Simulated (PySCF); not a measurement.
Ionisation energy of Sm⁵¹⁺ by level of theory

Sm⁵¹⁺ [Ne] 3s1 [3s1/2^1, M_J = 1/2] → Sm⁵²⁺ [Ne], as a difference of total energies. Computed with PySCF 2.14 in an uncontracted even-tempered set (18 s from 14 bohr⁻², ratio 2.4; 14 p from 18 bohr⁻², ratio 2.4; 4 d from 57 bohr⁻², ratio 2.6; 4 f from 85 bohr⁻², ratio 2.6), with the two-component X2C-1e Hamiltonian. Correlated levels: 1s2 frozen; the 54 highest virtual spinors dropped. "Screened" scales the spin-orbit matrix elements by Boettger's factors to mimic the two-electron term; Breit and QED terms are absent.

```tsv
method	ionisation energy (eV)
GHF (spin-free)	4658.0
GMP2 (spin-free)	4658.7
GHF (screened spin-orbit)	4657.7
GMP2 (screened spin-orbit)	4658.5
```

Breit and QED terms and the two-electron picture change are absent.

For comparison: 4655 ± 4 eV (theoretical estimate listed by NIST; NIST Atomic Spectra Database, ionization energies).
